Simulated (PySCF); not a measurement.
## Excitation energy of C+ by level of theory

C+ [He] 2s2 2p1 (2P) → C+ [He] 2s2 3d1 (2D), as a difference of total energies. Computed with PySCF 2.14 in aug-cc-pVQZ with one added diffuse shell each of s, p, d, f, g type (7s6p5d4f3g, 105 functions), with the non-relativistic Hamiltonian (point nucleus). Correlated levels: valence: 1s2 frozen. The calculations carry no spin-orbit coupling.

```json
{"method": "UHF", "excitation energy (cm⁻¹)": "144860"}
{"method": "LDA", "excitation energy (cm⁻¹)": "143540"}
{"method": "PBE", "excitation energy (cm⁻¹)": "142810"}
{"method": "PBE0", "excitation energy (cm⁻¹)": "144250"}
{"method": "r2SCAN", "excitation energy (cm⁻¹)": "146820"}
{"method": "r2SCANh", "excitation energy (cm⁻¹)": "147020"}
{"method": "PW91", "excitation energy (cm⁻¹)": "143520"}
{"method": "CAM-B3LYP", "excitation energy (cm⁻¹)": "146760"}
{"method": "B2PLYP", "excitation energy (cm⁻¹)": "142180"}
{"method": "MP2 (valence)", "excitation energy (cm⁻¹)": "144940"}
{"method": "SCS-MP2 (valence)", "excitation energy (cm⁻¹)": "144760"}
```

Errors of the correlated levels include the incompleteness of this basis and the frozen core.

For comparison: 145510 cm⁻¹ (measured; NIST levels, between the centres of gravity of the two terms).
